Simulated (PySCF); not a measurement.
**N(2+): excitation energy**

N(2+) [He] 2s2 2p1 (2P) → N(2+) [He] 2s1 2p2 (4P), as a difference of total energies. All numbers are calculated (PySCF 2.14, scalar relativity by spin-free X2C-1e, in x2c-QZVPPall (7s4p3d2f1g, 57 functions)). Correlated levels: valence: 1s2 frozen. The calculations carry no spin-orbit coupling.

| method | excitation energy (eV) |
| --- | --- |
| UHF | 5.165 |
| MP2 (valence) | 6.442 |
| SCS-MP2 (valence) | 6.920 |
| CCSD (valence) | 7.051 |
| CCSD(T) (valence) | 7.081 |

How much does correlation contribute at CCSD(T) (valence)?

7.081 − (5.165) = 1.916 eV, measured against UHF.
